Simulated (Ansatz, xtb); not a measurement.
Two conformers of AlFH4NSi

Structure I is `[F][AlH][NH][SiH2]`, a doublet and structure II is `[F][AlH][NH][SiH2]`, a doublet. Both are isolated molecules in the gas phase, relaxed with PBE0-D3(BJ)/def2-SVP.

I (Å):

```xyz
8

Al    2.0703    1.1758   -0.4615
F     2.5933    0.8932    1.0919
N     0.8698    0.0540   -1.1552
Si    0.1425   -1.3898   -0.4910
H     0.6021    0.2374   -2.1215
H     0.3819   -1.3789    0.9865
H    -1.3317   -1.4248   -0.7829
H     2.6386    2.3984   -1.2693
```

II (Å):

```xyz
8

Al    1.4053    1.9828    1.3652
F     1.8214    3.5890    1.5060
N     2.2348    1.0448    0.0940
Si    1.9738   -0.6111   -0.3891
H     2.9141    1.5460   -0.4774
H     1.0951   -1.2361    0.6532
H     3.2682   -1.3688   -0.4902
H     0.3271    1.3583    2.3193
```

Estimate which is lower in electronic energy at CCSD(T)/def2-SVP + ΔMP2/def2-TZVPP, and by roughly how much.

Too close to call at this level: CCSD(T)/def2-SVP + ΔMP2/def2-TZVPP gives E(II) − E(I) = −1.48 kJ/mol.

How the difference moves with the method:

```tsv
level	geometry	E(II) − E(I) (kJ/mol)	departure from the last row (kJ/mol)	job, with rough time for the two
PBE0-D3(BJ)/def2-SVP	PBE0-D3(BJ)/def2-SVP	−1.89	−0.41	optimisation, 2.8 min
HF/def2-SVP	PBE0-D3(BJ)/def2-SVP	−1.41	+0.07	part of the CCSD(T) run
MP2/def2-SVP	PBE0-D3(BJ)/def2-SVP	−1.70	−0.22	part of the CCSD(T) run
CCSD(T)/def2-SVP	PBE0-D3(BJ)/def2-SVP	−1.61	−0.13	single point
CCSD(T)/def2-SVP + ΔMP2/def2-TZVPP	PBE0-D3(BJ)/def2-SVP	−1.48		single point, 38 s
```

The largest departure from CCSD(T)/def2-SVP + ΔMP2/def2-TZVPP is that of PBE0-D3(BJ)/def2-SVP, 0.41 kJ/mol. Levels run at GFN2-xTB geometries aren't shown. The last row adds to CCSD(T) the change of the MP2 difference between the two basis sets, here +0.13 kJ/mol.

With harmonic frequencies from PBE0-D3(BJ)/def2-SVP (ideal gas, rigid rotor, one conformer each, 298.15 K, 1 atm): on the last row, ΔE + ΔZPE = −1.50, ΔH = −1.43, ΔG = −1.30 kJ/mol.

Open shells are spin-unrestricted. The correlated steps freeze 12 core orbitals. Codes used: Ansatz 0.2.0; the last row on 2 threads of AMD EPYC 7R43 64-Core Processor (Zen 3) on a shared host.
